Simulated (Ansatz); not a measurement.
Total energies of PAsAsAs tetrahedron (As₃P) from Ansatz at r2SCAN-D4/def2-TZVP, gas phase (1 Eh = 27.2114 eV = 2625.5 kJ/mol). The reference geometry is relaxed at r2SCAN-D4/def2-SVP.

```xyz
4

P    -0.5722    1.2549   -0.2477
As    1.2405   -0.1139   -0.8001
As   -0.9721   -1.0434   -0.3980
As    0.3038   -0.0977    1.4457
```

```tsv
state	geometry	energy (Eh)
charge 0 singlet	reference	-7049.04856
charge 1 doublet	reference	-7048.71660
free P atom (quartet)	–	-341.23792
free As atom (quartet)	–	-2235.79940
```

(1) Work out the vertical ionisation energy to the doublet.

(2) What is the binding energy per atom against free atoms?

(1) E(charge 1 doublet) − E(charge 0 singlet) = -7048.71660 − (-7049.04856) = 0.33196 Eh = 9.03 eV. For comparison, −ε of the highest occupied level is 6.43 eV at this level, 2.60 eV less.

(2) Atoms: 1 × (-341.23792) + 3 × (-2235.79940) = -7048.63612 Eh. Binding: -7048.63612 − (-7049.04856) = 0.41244 Eh = 11.22 eV, or 2.81 eV for each of 4 atoms (no zero-point energy, no counterpoise term).
